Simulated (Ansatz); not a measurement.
GeTe (`[Ge][Te]`) from Hartree–Fock to CCSD(T)

Bond lengths: Ge1–Te2 2.338 Å.

Charge 0, multiplicity 1. Correlated methods include outer-core shells of Ge, Te, which these sets cover unevenly. Scalar relativity is left out up to krypton. Te takes the def2 core potential. All single points use the PBE0-D4/def2-TZVP geometry. Frozen core, restricted reference, the Gaussian-basis code of Ansatz.

```csv
basis,HF (Eh),MP2 corr.
def2-SVP,-2342.13138,-0.32310
def2-TZVPP,-2342.40442,-0.68085
def2-QZVPP,-2342.44738,-1.10456
```

Problem. Estimate the CCSD correlation energy and the (T) correction in each basis where they were run (hartree).

Solution. 
```
     basis  CCSD corr.       (T)
  def2-SVP    -0.32673  -0.01561
def2-TZVPP    -0.65175  -0.02572
def2-QZVPP    -1.03263  -0.03502
```
